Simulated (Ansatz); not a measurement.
System: BBr3, charge 0, singlet. BBr3 (SMILES BrB(Br)Br).
B3LYP-D3(BJ)/def2-TZVP minimum from Ansatz (a quantum-chemistry and plane-wave program):
```xyz
4

B      0.0000     0.0000     0.0000
Br    -1.5328    -1.1285    -0.1226
Br     0.0146     1.6884    -0.8872
Br     1.5182    -0.5599     1.0098
```

Hartree-Fock and MP2 correlation energies in hartree (Ansatz). Open shells are spin-unrestricted; no spin-orbit coupling. Cores are frozen in correlated methods (noble-gas shells, and filled d and f shells in the p block). No relativity. Spin-orbit terms, left out, reach several kcal/mol for Br and I, and more for heavier atoms.

| basis | X | E(HF) | E(corr, MP2) |
|---|---|---|---|
| cc-pVTZ | 3 | -7742.18281 | -0.57671 |
| cc-pVQZ | 4 | -7742.19282 | -0.63648 |
| cc-pV5Z | 5 | -7742.19388 | withheld |

**Question.** Fit E(corr) = E∞ + A/X³ to X = 3 and 4, predict X = 5, and compare with the run.

**Answer.** A = (-0.57671 - (-0.63648))/(1/27 - 1/64) = 2.7914; E∞ = -0.63648 - A/64 = -0.68010; at X = 5, E∞ + A/125 = -0.65776. The run gave -0.66334, 5.58 mEh below the prediction. The same form on X = 4 and 5 gives E∞ = -0.69152, 11.43 mEh below the first estimate.
